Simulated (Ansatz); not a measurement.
These are PBE-D3(BJ)/def2-SVP (Ansatz, a quantum-chemistry and plane-wave program) values and carry that method's errors. No frequencies were computed at this level.

Ansatz 0.2 input:
```yaml
crystal:
  periodic: [false, false, false]
  atoms:
    - { symbol: Zn, position_ang: [0.07674, -0.161125, 0.352047] }
    - { symbol: N, position_ang: [0.823373, 1.512272, 0.449415] }
    - { symbol: H, position_ang: [1.576045, 1.69591, 1.096458] }
    - { symbol: H, position_ang: [0.172494, 2.279187, 0.551139] }
    - { symbol: N, position_ang: [-0.845277, -1.465755, -0.55104] }
    - { symbol: H, position_ang: [-1.349138, -2.176545, -0.041125] }
    - { symbol: H, position_ang: [-0.328799, -1.950633, -1.272287] }
basis:
  gaussian: { orbitals: def2-svp }
hamiltonian:
  xc: pbe
  dispersion: d3bj
relax:
  max_steps: 150
```

Output:

```
Functional definition: PBE
934 factors; their error is unknown
mean field evaluation 1: about -51424.3818 eV, gradient 1.0e2 eV
mean field evaluation 2: about -51322.7828 eV, gradient 2.0e2 eV
mean field evaluation 4: about -51444.3839 eV, gradient 8.1e0 eV
mean field evaluation 8: about -51444.5525 eV, gradient 1.1e-1 eV
mean field evaluation 16: about -51444.5045 eV, gradient 9.7e-5 eV
mean field -51444.50453406 eV, -1890.5506712889 hartree, gradient 1.9e-5 eV, S^2 0.000000; 0 other end points of the search recorded, 0 dependent functions left out
reference -51444.50457799 eV, -1890.5506729035 hartree; 24, 24 occupied and 55, 55 virtual orbitals, 934 factors
relax step   1: F+E_penalty+E_count = -51444.59691808 eV  Δ(F+E_penalty+E_count) = +0.000e0 eV  max|allowed force component| = 7.713e-1 eV/Å  Δτ_max = 0.0000 Å  (26 SCF iters, accepted)
these checks for a lower state are left out or cut short: starts, cluster_reference, orbital_swaps, neighbouring_geometries, increment
934 factors; their error is unknown
mean field -51444.59859703 eV, -1890.5541280396 hartree, gradient 1.4e-5 eV, S^2 0.000000; 0 other end points of the search recorded, 0 dependent functions left out
reference -51444.59864036 eV, -1890.5541296320 hartree; 24, 24 occupied and 55, 55 virtual orbitals, 934 factors
relax step   2: F+E_penalty+E_count = -51444.69056507 eV  Δ(F+E_penalty+E_count) = -9.365e-2 eV  max|allowed force component| = 2.756e-1 eV/Å  Δτ_max = 0.1399 Å  (28 SCF iters, accepted)
these checks for a lower state are left out or cut short: starts, cluster_reference, orbital_swaps, neighbouring_geometries, increment
934 factors; their error is unknown
mean field evaluation 32: about -51444.6263 eV, gradient 1.0e-5 eV
mean field -51444.62631459 eV, -1890.5551466411 hartree, gradient 1.0e-5 eV, S^2 0.000000; 0 other end points of the search recorded, 0 dependent functions left out
reference -51444.62635708 eV, -1890.5551482024 hartree; 24, 24 occupied and 55, 55 virtual orbitals, 934 factors
relax step   3: F+E_penalty+E_count = -51444.71816069 eV  Δ(F+E_penalty+E_count) = -2.760e-2 eV  max|allowed force component| = 4.866e-1 eV/Å  Δτ_max = 0.1953 Å  (27 SCF iters, accepted)
these checks for a lower state are left out or cut short: starts, cluster_reference, orbital_swaps, neighbouring_geometries, increment
934 factors; their error is unknown
mean field -51444.63704944 eV, -1890.5555411396 hartree, gradient 7.0e-6 eV, S^2 0.000000; 0 other end points of the search recorded, 0 dependent functions left out
reference -51444.63709196 eV, -1890.5555427020 hartree; 24, 24 occupied and 55, 55 virtual orbitals, 934 factors
relax step   4: F+E_penalty+E_count = -51444.72925320 eV  Δ(F+E_penalty+E_count) = -1.109e-2 eV  max|allowed force component| = 2.486e-1 eV/Å  Δτ_max = 0.0649 Å  (28 SCF iters, accepted)
these checks for a lower state are left out or cut short: starts, cluster_reference, orbital_swaps, neighbouring_geometries, increment
934 factors; their error is unknown
mean field -51444.64091391 eV, -1890.5556831561 hartree, gradient 7.2e-6 eV, S^2 0.000000; 0 other end points of the search recorded, 0 dependent functions left out
reference -51444.64095658 eV, -1890.5556847244 hartree; 24, 24 occupied and 55, 55 virtual orbitals, 934 factors
relax step   5: F+E_penalty+E_count = -51444.73323922 eV  Δ(F+E_penalty+E_count) = -3.986e-3 eV  max|allowed force component| = 5.795e-2 eV/Å  Δτ_max = 0.0158 Å  (28 SCF iters, accepted)
these checks for a lower state are left out or cut short: starts, cluster_reference, orbital_swaps, neighbouring_geometries, increment
934 factors; their error is unknown
mean field -51444.64188212 eV, -1890.5557187374 hartree, gradient 6.7e-6 eV, S^2 0.000000; 0 other end points of the search recorded, 0 dependent functions left out
reference -51444.64192484 eV, -1890.5557203072 hartree; 24, 24 occupied and 55, 55 virtual orbitals, 934 factors
relax step   6: F+E_penalty+E_count = -51444.73403341 eV  Δ(F+E_penalty+E_count) = -7.942e-4 eV  max|allowed force component| = 3.824e-2 eV/Å  Δτ_max = 0.0273 Å  (28 SCF iters, accepted)
these checks for a lower state are left out or cut short: starts, cluster_reference, orbital_swaps, neighbouring_geometries, increment
934 factors; their error is unknown
mean field -51444.64259514 eV, -1890.5557449401 hartree, gradient 6.6e-6 eV, S^2 0.000000; 0 other end points of the search recorded, 0 dependent functions left out
reference -51444.64263780 eV, -1890.5557465079 hartree; 24, 24 occupied and 55, 55 virtual orbitals, 934 factors
relax step   7: F+E_penalty+E_count = -51444.73475282 eV  Δ(F+E_penalty+E_count) = -7.194e-4 eV  max|allowed force component| = 1.775e-2 eV/Å  Δτ_max = 0.0104 Å  (27 SCF iters, accepted)
these checks for a lower state are left out or cut short: starts, cluster_reference, orbital_swaps, neighbouring_geometries, increment
934 factors; their error is unknown
mean field evaluation 64: about -51444.6426 eV, gradient 8.0e-4 eV
mean field -51444.64260584 eV, -1890.5557453334 hartree, gradient 2.0e-5 eV, S^2 0.000000; 0 other end points of the search recorded, 0 dependent functions left out
reference -51444.64264849 eV, -1890.5557469007 hartree; 24, 24 occupied and 55, 55 virtual orbitals, 934 factors
relax step   8: F+E_penalty+E_count = -51444.73476641 eV  Δ(F+E_penalty+E_count) = -1.360e-5 eV  max|allowed force component| = 3.177e-3 eV/Å  Δτ_max = 0.0027 Å  (21 SCF iters, accepted)
934 factors; their error is unknown
mean field -51444.64260584 eV, -1890.5557453334 hartree, gradient 2.1e-5 eV, S^2 0.000000; 1 other end points of the search recorded, 0 dependent functions left out
reference -51444.64264849 eV, -1890.5557469007 hartree; 24, 24 occupied and 55, 55 virtual orbitals, 934 factors
Total energy: -51444.73480906 eV, -1890.5591337394 hartree
Atom 0 at     0.009075    -0.019362     0.042477 Å, force     0.000179    -0.000407     0.000876 eV/Å
Atom 1 at     0.854177     1.558129     0.423133 Å, force     0.000384    -0.001883    -0.002717 eV/Å
Atom 2 at     1.484174     1.517505     1.234970 Å, force    -0.000233     0.000640     0.000965 eV/Å
Atom 3 at     0.214388     2.342971     0.605804 Å, force    -0.000348     0.001460     0.001343 eV/Å
Atom 4 at    -0.890093    -1.482276    -0.589152 Å, force    -0.000977     0.003177    -0.000104 eV/Å
Atom 5 at    -1.188349    -2.144641     0.138821 Å, force     0.000446    -0.001088     0.000023 eV/Å
Atom 6 at    -0.357934    -2.039014    -1.271447 Å, force     0.000549    -0.001899    -0.000387 eV/Å
Dipole moment:     0.068345    -0.144824     0.317226 e Å
```

Cost: around 14 core-seconds (rough).
